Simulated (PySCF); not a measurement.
These 2 structures share the formula C8H13NSi. Theory: PBE0-D3(BJ)/def2-SVP geometry optimisation, gas phase in PySCF 2.14.0. One conformer each; no zero-point energy, no entropy. No frequencies were run at this level. Point groups hold within 0.08 Å.

Question: Order them by energy at this level, lowest first, and give relative energies in kcal/mol.
A. `C[Si](C)(C)C1=CC=CC=N1`
B. `C[Si](C)(C)c1ccncc1`

Answer: B (0.0), A (0.4).

Neighbours under 2.5 kcal/mol apart (C[Si](C)(C)c1ccncc1 and C[Si](C)(C)c1ccccn1) can change places with a better method, another conformer or zero-point energy.

```tsv
SMILES	E (Eh)	E rel (kcal/mol)	dipole (D)	point group	A, B, C (MHz)
C[Si](C)(C)c1ccncc1	-656.06236	0.0	2.74	C1	2067, 717.8, 641.9
C[Si](C)(C)c1ccccn1	-656.06175	0.4	1.71	–	2042, 746.9, 662.4
```

Q: How do the relative energies change in single points at PBE0/pcSseg-1 (no added dispersion term) on the same geometries?

A: 
```
             SMILES  PBE0-D3(BJ)/def2-SVP (kcal/mol)  PBE0/pcSseg-1 (kcal/mol)  shift
C[Si](C)(C)c1ccncc1                              0.0                       0.0    0.0
C[Si](C)(C)c1ccccn1                              0.4                       0.2   -0.2
```

Each column counts from its own lowest isomer. The order is unchanged; the largest shift is 0.2 kcal/mol.
